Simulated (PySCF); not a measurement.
Radial density of Mo⁻ (molybdenum, charge -1)

M06-L, [Kr] 4d5 5s2, high-spin 6S determinant. All numbers are calculated (PySCF 2.14, scalar relativity by spin-free X2C-1e, in x2c-TZVPPall with one added diffuse shell each of s, p, d, f type (9s7p7d3f1g, 95 functions)).

```json
{"r (bohr)": "0.0380", "4πr²ρ (e/bohr)": "47.49", "4πr²(ρα − ρβ)": "-0.0023"}
{"r (bohr)": "0.0640", "4πr²ρ (e/bohr)": "48.66", "4πr²(ρα − ρβ)": "0.0049"}
{"r (bohr)": "0.108", "4πr²ρ (e/bohr)": "65.75", "4πr²(ρα − ρβ)": "0.0910"}
{"r (bohr)": "0.181", "4πr²ρ (e/bohr)": "45.10", "4πr²(ρα − ρβ)": "0.3956"}
{"r (bohr)": "0.305", "4πr²ρ (e/bohr)": "48.64", "4πr²(ρα − ρβ)": "0.5220"}
{"r (bohr)": "0.512", "4πr²ρ (e/bohr)": "30.08", "4πr²(ρα − ρβ)": "-0.0027"}
{"r (bohr)": "0.862", "4πr²ρ (e/bohr)": "11.27", "4πr²(ρα − ρβ)": "1.2477"}
{"r (bohr)": "1.45", "4πr²ρ (e/bohr)": "8.063", "4πr²(ρα − ρβ)": "2.8296"}
{"r (bohr)": "2.44", "4πr²ρ (e/bohr)": "2.053", "4πr²(ρα − ρβ)": "1.3697"}
{"r (bohr)": "4.10", "4πr²ρ (e/bohr)": "0.6772", "4πr²(ρα − ρβ)": "0.2599"}
{"r (bohr)": "6.90", "4πr²ρ (e/bohr)": "0.1428", "4πr²(ρα − ρβ)": "-0.0200"}
{"r (bohr)": "11.6", "4πr²ρ (e/bohr)": "0.008175", "4πr²(ρα − ρβ)": "-0.0056"}
{"r (bohr)": "19.5", "4πr²ρ (e/bohr)": "1.121e-05", "4πr²(ρα − ρβ)": "0.0000"}
```

Densities and radii are taken from the X2C orbitals without a picture-change correction, which distorts them close to the nucleus.

At M06-L the highest occupied level has a positive energy, so only the finite basis holds that electron; in a semilocal or global hybrid functional this comes from self-interaction and does not mean that the real anion is unbound.

Problem. Where is the radial spin density 4πr²(ρα − ρβ) most negative, and why is it negative at all?

Solution. Around r = 6.90 bohr, down to -0.0200 e/bohr: exchange with the open shell polarises the paired shells in an unrestricted calculation.
